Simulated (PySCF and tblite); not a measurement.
Values are calculated unless marked as measured or tabulated.
System: C2H3F3O2Si, numbered as in [O:1]=[C:2]([O:3][SiH3:4])[C:5]([F:6])([F:7])[F:8].

Motion: shift of Si4 from O3 to O1. GFN2-xTB gives an electronic barrier of 14.4 kcal/mol.

Problem. What does PBE0/pcSseg-1 + D3(BJ), IEF-PCM chloroform give on B3LYP-D3(BJ)/def2-SVP geometries?

Solution. A barrier of 17.8 kcal/mol, 3.4 above the tight-binding barrier (from unrounded values) and, with GFN2-xTB thermal terms, ΔG‡(298 K) = 18.1 kcal/mol and k = 0.67 s⁻¹ (2 equivalent paths).

Problem. And the level of the geometries itself, B3LYP-D3(BJ)/def2-SVP?

Solution. 18.8 kcal/mol.

Programs: tblite and PySCF.
